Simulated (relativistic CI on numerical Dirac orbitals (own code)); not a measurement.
# Hyperfine structure of Er61+, mass number 167

Calculated at this level of theory: Dirac-Coulomb-Breit CI, orbitals from a KLI potential per configuration, QED by a radiative potential, unscaled Slater integrals (own radial code, finite nucleus).

CI space (outside the closed core 1s2): 2s2 2p3, 2s 2p4, 2p5, 2p4 3s, 2p4 3p, 2p4 3d, 2s2 2p2 3s, 2s2 2p2 3p, 2s2 2p2 3d, 2s 2p3 3s, 2s 2p3 3p, 2s 2p3 3d, 2s2 2p2 4s, 2s2 2p2 4p, 2s2 2p2 4d, 2s2 2p2 4f. Levels of other configurations are missing.

Nuclear spin I = 7/2, μ = -0.5623 μN, Q = 3.57 b (tables of Stone and Pyykkö). The electronic factors are computed for point nuclear moments, without core polarisation or the Bohr-Weisskopf and QED corrections.

```
          Level   E (eV)  A (GHz)  B (GHz)
2s2 2p3 2D°_5/2   959.52   -247.7    -9.67
2s2 2p3 2P°_1/2  1005.19   -826.5         
  2s 2p4 4P_5/2  1240.90   -596.7      673
  2s 2p4 2S_1/2  1336.12    -2568         
  2s 2p4 2P_3/2  1337.73    389.9     -563
2s2 2p3 2P°_3/2  1943.83   -104.8    -4570
  2s 2p4 4P_3/2  2202.49   -606.1    -3440
  2s 2p4 2D_5/2  2242.13   -744.5    -5100
```

Levels with J = 0, under 50 % of one LS term, or S terms without an open s electron are left out. Small factors come from cancelling terms and can be off by tens of per cent or more.

At this charge energies of transitions that change n are usually good to better than 1 %, and those within a shell (Δn = 0) to a few per cent.

**Question.** Give the hyperfine levels of 2s2 2p3 2P°_1/2 relative to its centre of gravity.

**Answer.** With K = F(F + 1) − I(I + 1) − J(J + 1), E = AK/2: F = 3: 1860, F = 4: -1446 GHz.

LS names give the leading component of a level, which can be under half, so a name can repeat, a term be missing and a line seem to break the LS rules.
